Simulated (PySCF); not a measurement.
Isomers of C7H13OPS, mass 176.042 u with the commonest isotopes. Method: PBE0/pcSseg-1 in PySCF (dipole) on a GFN2-xTB geometry, gas phase. One conformer each, none proved a minimum here; rigid rotors.

Problem. Order these by rotational constant A, largest first.
A. `[O:1]=[P:2]1([CH:3]2[CH2:4][CH2:5]2)[CH2:6][CH2:7][S:8][CH2:9][CH2:10]1` with O1–P2–C3–C4 33°, P2–C3–C4–C5 -105°, O1–P2–C6–C7 -62°, P2–C6–C7–S8 -69°, C6–C7–S8–C9 67°
B. `[CH3:1][O:2][C@H:3]1[CH2:4][P@:5](=[S:6])([CH:7]2[CH2:8][CH2:9]2)[CH2:10]1` with C1–O2–C3–C4 74°, C4–P5–C7–C8 108°, O2–C3–C4–P5 134°, C3–C4–P5–S6 -134°, P5–C7–C8–C9 106°, C4–P5–C10–C3 13°
C. `[CH3:1][O:2][CH2:3][CH2:4][P:5]1(=[S:6])[CH2:7][CH:8]=[CH:9][CH2:10]1` with C1–O2–C3–C4 163°, O2–C3–C4–P5 -46°, C3–C4–P5–S6 -48°, C4–P5–C7–C8 -86°, P5–C7–C8–C9 -17°, C8–C9–C10–P5 17°, C4–P5–C10–C9 81°

Solution. A (2273 MHz), B (1796 MHz), C (1483 MHz).

Problem. Order these by rotational constant C, largest first.
A. `[O:1]=[P:2]1([CH:3]2[CH2:4][CH2:5]2)[CH2:6][CH2:7][S:8][CH2:9][CH2:10]1` with O1–P2–C3–C4 33°, P2–C3–C4–C5 -105°, O1–P2–C6–C7 -62°, P2–C6–C7–S8 -69°, C6–C7–S8–C9 67°
B. `[CH3:1][O:2][C@H:3]1[CH2:4][P@:5](=[S:6])([CH:7]2[CH2:8][CH2:9]2)[CH2:10]1` with C1–O2–C3–C4 74°, C4–P5–C7–C8 108°, O2–C3–C4–P5 134°, C3–C4–P5–S6 -134°, P5–C7–C8–C9 106°, C4–P5–C10–C3 13°
C. `[CH3:1][O:2][CH2:3][CH2:4][P:5]1(=[S:6])[CH2:7][CH:8]=[CH:9][CH2:10]1` with C1–O2–C3–C4 163°, O2–C3–C4–P5 -46°, C3–C4–P5–S6 -48°, C4–P5–C7–C8 -86°, P5–C7–C8–C9 -17°, C8–C9–C10–P5 17°, C4–P5–C10–C9 81°

Solution. C (668.7 MHz), A (585.6 MHz), B (504.3 MHz).

Problem. Order these by radius of gyration √(Σ m r²/M), largest first.
A. `[O:1]=[P:2]1([CH:3]2[CH2:4][CH2:5]2)[CH2:6][CH2:7][S:8][CH2:9][CH2:10]1` with O1–P2–C3–C4 33°, P2–C3–C4–C5 -105°, O1–P2–C6–C7 -62°, P2–C6–C7–S8 -69°, C6–C7–S8–C9 67°
B. `[CH3:1][O:2][C@H:3]1[CH2:4][P@:5](=[S:6])([CH:7]2[CH2:8][CH2:9]2)[CH2:10]1` with C1–O2–C3–C4 74°, C4–P5–C7–C8 108°, O2–C3–C4–P5 134°, C3–C4–P5–S6 -134°, P5–C7–C8–C9 106°, C4–P5–C10–C3 13°
C. `[CH3:1][O:2][CH2:3][CH2:4][P:5]1(=[S:6])[CH2:7][CH:8]=[CH:9][CH2:10]1` with C1–O2–C3–C4 163°, O2–C3–C4–P5 -46°, C3–C4–P5–S6 -48°, C4–P5–C7–C8 -86°, P5–C7–C8–C9 -17°, C8–C9–C10–P5 17°, C4–P5–C10–C9 81°

Solution. B (2.473 Å), A (2.311 Å), C (2.224 Å).

| SMILES | point group | Ia (u·Å²) | Ib (u·Å²) | Ic (u·Å²) | κ | μa (D) | μb (D) | μc (D) |
| --- | --- | --- | --- | --- | --- | --- | --- | --- |
| CO[C@H]1C[P@](=S)(C2CC2)C1 | C1 | 281.45 | 869.82 | 1002.18 | -0.88 | 2.18 | 4.58 | 0.65 |
| O=P1(C2CC2)CCSCC1 | Cs | 222.34 | 794.48 | 862.98 | -0.94 | 1.22 | 0.00 | 2.80 |
| COCCP1(=S)CC=CC1 | C1 | 340.70 | 644.41 | 755.72 | -0.72 | 0.53 | 3.63 | 1.41 |
